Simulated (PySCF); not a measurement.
**SMILES C#CC=C=C(F)C#C, C7H3F**

Geometry:
```json
{"atom": "C1", "x (Å)": "2.816", "y (Å)": "1.319", "z (Å)": "-1.133"}
{"atom": "C2", "x (Å)": "2.148", "y (Å)": "0.606", "z (Å)": "-0.414"}
{"atom": "C3", "x (Å)": "1.396", "y (Å)": "-0.232", "z (Å)": "0.456"}
{"atom": "C4", "x (Å)": "0.171", "y (Å)": "-0.653", "z (Å)": "0.217"}
{"atom": "C5", "x (Å)": "-1.066", "y (Å)": "-1.051", "z (Å)": "0.012"}
{"atom": "F6", "x (Å)": "-1.328", "y (Å)": "-2.198", "z (Å)": "-0.630"}
{"atom": "C7", "x (Å)": "-2.208", "y (Å)": "-0.319", "z (Å)": "0.444"}
{"atom": "C8", "x (Å)": "-3.179", "y (Å)": "0.306", "z (Å)": "0.814"}
{"atom": "H9", "x (Å)": "3.401", "y (Å)": "1.947", "z (Å)": "-1.780"}
{"atom": "H10", "x (Å)": "1.888", "y (Å)": "-0.543", "z (Å)": "1.390"}
{"atom": "H11", "x (Å)": "-4.037", "y (Å)": "0.864", "z (Å)": "1.140"}
```

Theory: PySCF, TDDFT CAM-B3LYP/def2-TZVPD circular dichroism and optical rotation, one conformer, gas phase. Geometry: PBE0-D3(BJ)/def2-SVP.

No stereocentre is labelled: unless the shape is locked (an allene, a helicene, a hindered biaryl), the mirror image is equally populated and a measured rotation or CD is zero.

(1) Draw the ECD and absorption spectra from the lowest 12 states, each a Gaussian of half-width 0.3 eV at 1/e height.

Results:

(1) 
| E (eV) | λ (nm) | Δε (L mol⁻¹ cm⁻¹) | ε (L mol⁻¹ cm⁻¹) |
| --- | --- | --- | --- |
| 3.66 | 339 | +0.01 | 0.47 |
| 3.76 | 330 | +0.03 | 1.28 |
| 3.86 | 322 | +0.06 | 2.78 |
| 3.96 | 313 | +0.10 | 4.85 |
| 4.06 | 306 | +0.14 | 6.76 |
| 4.16 | 298 | +0.16 | 7.56 |
| 4.26 | 291 | +0.14 | 6.79 |
| 4.36 | 285 | +0.10 | 5.07 |
| 4.46 | 278 | +0.05 | 4.56 |
| 4.56 | 272 | -0.01 | 12.6 |
| 4.66 | 266 | -0.15 | 59.1 |
| 4.76 | 261 | -0.52 | 245 |
| 4.86 | 255 | -1.36 | 837 |
| 4.96 | 250 | -2.92 | 2350 |
| 5.06 | 245 | -5.38 | 5480 |
| 5.16 | 240 | -8.91 | 10800 |
| 5.26 | 236 | -13.77 | 18200 |
| 5.36 | 231 | -19.91 | 26300 |
| 5.46 | 227 | -25.90 | 32600 |
| 5.56 | 223 | -28.92 | 34300 |
| 5.66 | 219 | -26.78 | 30200 |
| 5.76 | 215 | -20.20 | 21900 |
| 5.86 | 212 | -12.34 | 13000 |
| 5.96 | 208 | -6.14 | 6280 |
| 6.06 | 205 | -2.51 | 2580 |
| 6.16 | 201 | -0.69 | 1340 |
| 6.26 | 198 | +0.40 | 2080 |
| 6.36 | 195 | +0.68 | 5160 |
| 6.46 | 192 | -1.67 | 11500 |
| 6.56 | 189 | -8.93 | 21100 |
| 6.66 | 186 | -20.06 | 31800 |
| 6.76 | 184 | -28.57 | 39400 |
| 6.86 | 181 | -26.87 | 40000 |
| 6.96 | 178 | -14.16 | 33600 |

Δε uses R in velocity form, ε uses f in length form. Only the states computed contribute, so the short-wavelength end is incomplete.
